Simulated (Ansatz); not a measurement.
Ansatz (a quantum-chemistry and plane-wave program) input (MP2/6-311+G**): The .json file is the Basis Set Exchange's 6-311+G**.

Ansatz 0.2 input:
```yaml
crystal:
  periodic: [false, false, false]
  atoms:
    - {symbol: F, position_ang: [-0.67566500, -0.86675400, -1.05113900]}
    - {symbol: C, position_ang: [-0.53150000, -0.06471900, -0.00882400]}
    - {symbol: F, position_ang: [-0.72804300, -0.73213900, 1.11651500]}
    - {symbol: Cl, position_ang: [0.93072800, 0.86931500, -0.03149700]}
basis:
  gaussian:
    orbitals: 6-311+G__.json
magnetization: {spin_polarized: true, initial_magnetization: 1}
correlation: {method: mp2, electrons: outside_noble_gas}
```

Output:

```
Functional definition: HF
integrals: 0.06 GiB planned
780 factors; integrals over basis functions are off by at most 9.9e-4 eV
mean field: 0.30 GiB planned
mean field evaluation 1: about -18943.3010 eV, gradient 2.4e1 eV
mean field evaluation 2: about -18943.3072 eV, gradient 2.4e1 eV
mean field evaluation 4: about -18946.0563 eV, gradient 3.0e0 eV
mean field evaluation 8: about -18946.2124 eV, gradient 1.4e-1 eV
mean field -18946.21304824 eV, -696.2604873182 hartree, gradient 3.4e-6 eV, S^2 0.756971; 0 other end points of the search recorded, 0 dependent functions left out
8 core orbitals not correlated
reference -18946.21304824 eV, -696.2604873182 hartree; 13, 12 occupied and 76, 77 virtual orbitals, 780 factors
second order -18.11542351 eV of doubles, -0.00000000 eV of singles
Total energy: -18964.32847175 eV, -696.9262168532 hartree
```

The geometry given is a B3LYP-D3(BJ)/def2-TZVP minimum.
